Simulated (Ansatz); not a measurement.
Basis sets compared for Al(OPMe3)F3 (C3H9AlF3OP). Charge 0, multiplicity 1. Geometry PBE-D4/def2-SVP. Ansatz on 4 threads of Intel Xeon on a shared host; times are rough, and most runs start from earlier orbitals.

```xyz
18

Al   -1.2877    2.0356   -1.0450
O    -1.1790    0.7259    0.2670
P    -0.0038   -0.3035    0.3296
C     0.0453   -1.3468   -1.1497
C    -0.2769   -1.3530    1.7802
C     1.5992    0.5227    0.4962
H     0.8647   -2.0898   -1.0959
H     0.1990   -0.6505   -1.9987
H    -0.9288   -1.8608   -1.2631
H    -1.2554   -1.8607    1.6754
H     0.5271   -2.1080    1.8803
H    -0.3038   -0.7137    2.6840
H     1.7069    1.1504   -0.4113
H     1.5813    1.1701    1.3943
H     2.4270   -0.2092    0.5694
F    -2.7141    1.7727   -1.8960
F     0.1174    1.5972   -1.9422
F    -1.1181    3.5215   -0.2745
```

Binding counts from free atoms (Al doublet, O triplet, P quartet, C triplet, H doublet, F doublet) in the same basis, without a counterpoise term.

```
                          level  functions  energy (Eh)  HOMO (eV)  LUMO (eV)  binding per atom (eV)  wall time
                PBE-D4/def2-SVP        179   -1077.2258      -7.19      -0.52                   4.26      4.5 s
               PBE-D4/def2-TZVP        345   -1078.0513      -7.64      -0.88                   4.26       11 s
              BLYP-D4/def2-TZVP        345   -1078.7976      -7.57      -0.83                   4.19       11 s
               PBE0-D4/def2-SVP        179   -1077.3084      -9.25       0.37                   4.18      7.5 s
PBE0-D4/def2-TZVP (with forces)        345   -1078.1249      -9.48      -0.03                   4.18       31 s
```

(1) Estimate the rows for PBE-D4/def2-TZVPD, BLYP-D4/def2-TZVPD, PBE0-D4/def2-TZVPD.

## Answers

(1) 
```tsv
level	functions	energy (Eh)	HOMO (eV)	LUMO (eV)	binding per atom (eV)	wall time
PBE-D4/def2-TZVPD	438	-1078.0564	-7.73	-1.27	4.26	20 s
BLYP-D4/def2-TZVPD	438	-1078.8030	-7.67	-1.26	4.19	24 s
PBE0-D4/def2-TZVPD	438	-1078.1291	-9.52	-0.62	4.19	37 s
```
